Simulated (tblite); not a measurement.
Here is a computed GFN2-xTB geometry (Å):
```
atom  x, y, z in Å
C1     3.1852   -1.7146    0.1611
S2     2.1862   -0.5676    1.1520
C3     1.1515    0.0629   -0.1268
C4     0.2929    1.0697    0.0075
C5     0.1140    1.8273    1.2845
C6    -0.5986    1.4577   -1.1346
Si7   -2.3340    0.6773   -0.9729
C8    -2.0973   -1.1800   -0.5365
C9    -1.2317   -1.8184   -1.4726
N10   -0.5271   -2.3048   -2.2331
H11    3.7768   -1.1513   -0.5554
H12    2.5304   -2.4179   -0.3465
H13    3.8383   -2.2413    0.8499
H14    1.2495   -0.4768   -1.0554
H15   -0.8721    1.6338    1.7078
H16    0.8680    1.5307    2.0093
H17    0.1932    2.8993    1.1060
H18   -0.1593    1.1220   -2.0755
H19   -0.6838    2.5436   -1.1834
H20   -3.1088    1.2642    0.1261
H21   -3.0655    0.7838   -2.2380
H22   -3.0566   -1.6979   -0.5349
H23   -1.6559   -1.2750    0.4569
```

Neutral, closed shell.

(1) Which heavy atoms are bonded, and with what formal order?

(2) Write the SMILES.

(3) Name the point group.

(4) Describe the place of each heavy atom.

(5) What is the arrangement about C9?

(6) What is the arrangement about C1?

## Answers

(1) C1–S2 1.82 Å (single); S2–C3 1.76 Å (single); C3–C4 1.33 Å (double); C4–C5 1.50 Å (single); C4–C6 1.50 Å (single); C6–Si7 1.91 Å (single); Si7–C8 1.92 Å (single); C8–C9 1.43 Å (single); C9–N10 1.15 Å (triple). Bonds to hydrogen (Å): C1–H11 1.09; C1–H12 1.09; C1–H13 1.09; C3–H14 1.08; C5–H15 1.09; C5–H16 1.09; C5–H17 1.09; C6–H18 1.09; C6–H19 1.09; Si7–H20 1.47; Si7–H21 1.47; C8–H22 1.09; C8–H23 1.09.

(2) `CS/C=C(\C)C[SiH2]CC#N`, C7H13NSSi. Among its features: nitrile, C=C double bond, sulfide, Si–H bond and C–Si bond.

(3) C1 (no symmetry element, even within 0.4 Å).

(4) C1: S-methyl carbon; S2: sulfide sulfur; C3: alkene CH carbon; C4: fully substituted alkene carbon; C5: allylic carbon; C6: sp3 carbon bound to silicon; Si7: SiH2 silicon; C8: sp3 carbon bound to silicon; C9: nitrile carbon; N10: nitrile nitrogen.

(5) It has 2 neighbours (C8, N10) and is linear (angle 178.5°).

(6) It has 4 neighbours (S2, H11, H12, H13) and is tetrahedral (angles from 106.9° to 110.8°).
